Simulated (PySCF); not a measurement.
CuH4OP, SMILES [OH][Cu]<-[PH3], multiplicity 1.

Geometry: PBE0-D3(BJ)/def2-SVP. The multiplicity is an assumed one; no other spin state was optimised. The structure was generated by enumeration; whether it is a known compound was not checked. One conformer was computed; it need not be the lowest.

Computed with PySCF 2.14.0 with PBE0-D3(BJ)/def2-SVP.

Frequencies are harmonic and unscaled.

```tsv
mode	ν (cm⁻¹)	IR (km/mol)	Raman (Å⁴/amu)	depolarisation	moving atoms (share of kinetic energy)
1	35	77.2	2.9	0.75	H 87 %, O 12 %
2	114	3.3	0.0	–	O 39 %, Cu 36 %, H 16 %, P 9 %
3	115	0.0	0.5	0.75	O 36 %, Cu 35 %, H 21 %, P 8 %
4	326	19.4	2.5	0.10	P 63 %, Cu 20 %, O 11 %
5	445	4.9	3.2	0.44	H 83 %, P 13 %
6	457	0.9	0.1	0.71	H 82 %, P 14 %
7	648	107.8	1.0	0.04	O 72 %, Cu 21 %
8	688	49.6	11.3	0.65	H 87 %, O 8 %
9	1019	82.2	48.2	0.53	H 93 %
10	1115	7.2	33.4	0.75	H 98 %
11	1121	8.9	42.9	0.70	H 98 %
12	2454	53.4	400.6	0.06	H 98 %
13	2459	15.2	161.2	0.75	H 97 %
14	2470	14.2	149.9	0.63	H 97 %
15	3899	14.4	188.1	0.29	H 94 %
```
